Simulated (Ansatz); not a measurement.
Process, species as SMILES: COC[SiH2][SiH3] + C (CH4) + O (H2O) + [SiH4] (SiH4) -> 2 CO (CH4O) + C[SiH3] + [SiH3][SiH3]
Structures are relaxed separately at B3LYP-D3(BJ)/def2-TZVP in Ansatz (a first-principles code), one conformer each, not searched for the lowest.

Property: bond separation energy (electronic energy difference), in eV. Cores are frozen in the correlated levels unless marked. No spin-orbit coupling. No relativistic terms. Basis-set limits of correlation are two-point, X^-3; Hartree-Fock from the larger set. The bracket is a focal-point correction in the basis named.

```json
[
 {"level": "revPBE-D3(BJ)/def2-TZVPD", "program": "Ansatz + dftd3", "bond separation energy (eV)": "0.12"},
 {"level": "B3LYP-D3(BJ)/def2-TZVPD", "program": "Ansatz + dftd3", "bond separation energy (eV)": "0.12"},
 {"level": "PBE0-D4/def2-TZVPD", "program": "Ansatz + dftd4", "bond separation energy (eV)": "0.10"},
 {"level": "BHLYP-D3(BJ)/def2-TZVPD", "program": "Ansatz + dftd3", "bond separation energy (eV)": "0.10"},
 {"level": "HSE06-D3(BJ)/def2-TZVPD", "program": "Ansatz + dftd3", "bond separation energy (eV)": "0.09"},
 {"level": "wB97X-V/def2-TZVPD", "program": "Ansatz", "bond separation energy (eV)": "0.11"},
 {"level": "SCS-MP2/6-31G", "program": "Ansatz", "bond separation energy (eV)": "0.18"},
 {"level": "CCSD/aug-cc-pV(D+d)Z", "program": "Ansatz", "bond separation energy (eV)": "0.16"},
 {"level": "CCSD(T)/6-31G*", "program": "Ansatz", "bond separation energy (eV)": "0.21"},
 {"level": "RI-MP2/CBS(cc-pV(T+d)Z,cc-pV(Q+d)Z)+[CCSD(T)-MP2]/cc-pV(T+d)Z", "program": "Ansatz", "bond separation energy (eV)": "0.14"}
]
```
